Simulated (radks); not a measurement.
O2+, 6 electrons, occupied as [He] 2s2 2p2. Method: non-relativistic Kohn-Sham, PBE, spin-polarised, spherical densities, point nucleus; open shells are filled with parallel spins first; hard spherical wall at 8 bohr; computed with a radial shooting solver on a logarithmic mesh with Libxc functionals. Some entries of the table are withheld. Estimate them.

orbital,occ.,eigenvalue (hartree),<r^2> (bohr^2),<1/r> (bohr^-1)
1s up,1,-20.49019,0.05394,7.619
1s down,1,-20.42484,0.05360,7.635
2s up,1,-2.20744,1.238,(1)
2s down,1,-2.03446,1.301,(2)
2p up,2,(3),(4),1.322
2p down,0,(5),(6),1.286
3s up,0,-0.54244,10.42,0.4580

Answer. 
(1) 2s up <1/r> (bohr^-1): 1.423
(2) 2s down <1/r> (bohr^-1): 1.389
(3) 2p up eigenvalue (hartree): -1.65700
(4) 2p up <r^2> (bohr^2): 1.215
(5) 2p down eigenvalue (hartree): -1.48148
(6) 2p down <r^2> (bohr^2): 1.320
